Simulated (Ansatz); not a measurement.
Molecule: sum formula Si2NH4Cl3, net charge 0, singlet state. SMILES: N([Si](Cl)(Cl)Cl)[SiH3]
Geometry from a B3LYP-D3(BJ)/def2-TZVP (Ansatz, a program for electronic structure) optimisation:
```xyz
10

Si     2.6201    -0.6247     0.4986
N      1.2606    -0.3492    -0.5654
Si    -0.3336     0.0720    -0.1945
Cl    -0.8627     1.8824    -0.9902
Cl    -1.6750    -1.2960    -0.9145
Cl    -0.4829     0.1639     1.8414
H      3.7640    -0.9325    -0.3878
H      2.9183     0.5756     1.3077
H      2.3690    -1.7622     1.4083
H      1.4632    -0.4525    -1.5511
```
Charge 0, spin multiplicity 1.

Parts of the frozen-core correlation energy in aug-cc-pV(D+d)Z (Ansatz, hartree). Frozen orbitals: 26; correlated occupied orbitals by spin: 19 and 19; virtual: 174 and 174. No spin-orbit coupling. No relativistic terms.

| term | value |
|---|---|
| reference (HF) | -2013.40640 |
| MP2 opposite-spin | [?] |
| MP2 same-spin | -0.21367 |
| CCSD correlation | [?] |
| (T) | [?] |
| T1 diagnostic | 0.011 |
| largest doubles amplitude | 0.010 |

**Question.** Some entries are withheld; supply them.

**Answer.** 
- MP2 opposite-spin, value: -0.61569
- CCSD correlation, value: -0.89584
- (T), value: -0.02945
